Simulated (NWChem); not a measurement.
# H3BS

SMILES: BS
```xyz
5

B      0.7964     0.9179     0.0000
H      0.3680     2.0438     0.0000
H      1.9745     0.6698     0.0000
S     -0.4203    -0.3663     0.0000
H      0.3998    -1.4414     0.0000
```
Charge 0, spin multiplicity 1.

The numbers come from NWChem runs, not from measurements. The geometry was optimised at PBE0/def2-SVP, a minimum by its harmonic frequencies. It is one conformer; others weren't searched.

Symmetry labels belong to the abelian group Cs used in the runs, with the axes of the coordinates shown.

The structure started from a generated list of species.

**Question.** List the lowest 6 singlet excitations that CIS/def2-SVPD gives, with oscillator strengths.

**Answer.** 
| state | symmetry | energy (eV) | wavelength (nm) | f |
|---|---|---|---|---|
| 1 | a" | 7.17 | 173 | 0.000 |
| 2 | a" | 7.31 | 170 | 0.017 |
| 3 | a' | 7.36 | 169 | 0.219 |
| 4 | a" | 7.72 | 161 | 0.007 |
| 5 | a" | 8.53 | 145 | 0.087 |
| 6 | a' | 9.04 | 137 | 0.028 |
